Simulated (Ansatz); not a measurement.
`[OH][Zr]([OH])([SH])[SH]` + `O[SiH2][O][AlH2]` → `[OH][Zr]([OH])([OH])[SH]` + `[AlH2][O][SiH2]S`  (redistribution)

Computed with Ansatz on PBE0-D4/def2-TZVP structures; ΔE is electronic, products minus reactants. CCSD(T)/CBS adds triple-zeta CCSD(T) − MP2 to the extrapolated MP2 energy (def2 sets, frozen cores). DFT in def2-TZVPP. B3LYP here is the variant with VWN-RPA as its local correlation; programs differ in this. def2 core potentials past Kr. For Zr outer-core shells are correlated without core-valence functions, which leaves a few kJ/mol of doubt a bond. One conformer a species, not always the lowest.

| level | ΔE (kJ/mol) | difference from CCSD(T)/CBS |
| --- | --- | --- |
| B3LYP-D4 | 13.1 | -2.0 |
| ωB97M-V | 11.3 | -3.8 |
| PBE-QIDH | 16.3 | 1.2 |
| BLYP | 12.3 | -2.8 |
| B3LYP | 14.3 | -0.8 |
| HF/def2-SVP | 4.0 | -11.1 |
| HF/def2-TZVPP | 19.5 | 4.4 |
| MP2/def2-TZVPP | 19.7 | 4.6 |
| CCSD(T)/def2-TZVPP | 18.4 | 3.3 |
| MP2/CBS(def2) | 16.4 | 1.3 |
| CCSD(T)/CBS | 15.1 | 0 |

Question: What do rigid-rotor, harmonic-oscillator terms from PBE0-D4/def2-TZVP frequencies (298.15 K, 1 bar) make of the CCSD(T)/CBS value? (Best estimate.)

Answer: Computed: ΔZPE = -4.1 kJ/mol, ΔH = +12.5 kJ/mol, ΔS = 16 J/(mol·K), ΔG = +7.6 kJ/mol. Modes under 50 cm⁻¹ make the entropy rough.

Largest T1 diagnostic among the species: 0.017.

Leaving LDA and LC-ωPBE aside and taking each functional with its dispersion term where it has one, the values, not all of them listed here, spread over 11.3 kJ/mol, from revPBE-D4 to B97M-V. From BLYP to BHLYP (50 % exact exchange), in def2-TZVPP and without D4, ΔE moves by +4.6 kJ/mol.
